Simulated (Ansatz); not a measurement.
One change: `C#C[SiH2][AlH][SiH3]` becomes `C#C[SiH2]O`.

Ansatz, PBE0-D4/def2-TZVP geometries, multiplicity 1. Each molecule was computed in one conformer, which needn't be the lowest.

```
                                          property  `C#C[SiH2][AlH][SiH3]`
                LUMO energy (PBE0/def2-TZVPP) / eV                   -1.49
size of the dipole moment (ωB97M-V/def2-TZVPP) / D                    1.55
  size of the dipole moment (B3LYP/def2-TZVPP) / D                    1.44
               HOMO–LUMO gap (PBE/def2-TZVPP) / eV                    3.82
             HOMO energy (ωB97M-V/def2-TZVPP) / eV                   -8.93
                HOMO energy (PBE0/def2-TZVPP) / eV                   -7.05
```

Q: Give the same properties after the change, and the shifts. (An estimate is asked.)

A: Ansatz gave: 
```csv
property,`C#C[SiH2]O`,shift
LUMO energy (PBE0/def2-TZVPP) / eV,-0.58,0.91
size of the dipole moment (ωB97M-V/def2-TZVPP) / D,1.65,0.10
size of the dipole moment (B3LYP/def2-TZVPP) / D,1.62,0.18
HOMO–LUMO gap (PBE/def2-TZVPP) / eV,5.55,1.73
HOMO energy (ωB97M-V/def2-TZVPP) / eV,-10.54,-1.61
HOMO energy (PBE0/def2-TZVPP) / eV,-8.30,-1.25
```

With PBE0 the HOMO falls by 1.25 eV and the LUMO rises by 0.91 eV, so the gap widens by about 2.16 eV. PBE moves the HOMO by -0.92 eV and ωB97M-V by -1.61 eV. The zero-point energy changes by -45.2 kJ/mol with -12 modes. Dipoles are sizes alone; their direction can turn.

B3LYP here is the variant with VWN-RPA as its local correlation; programs differ in this.
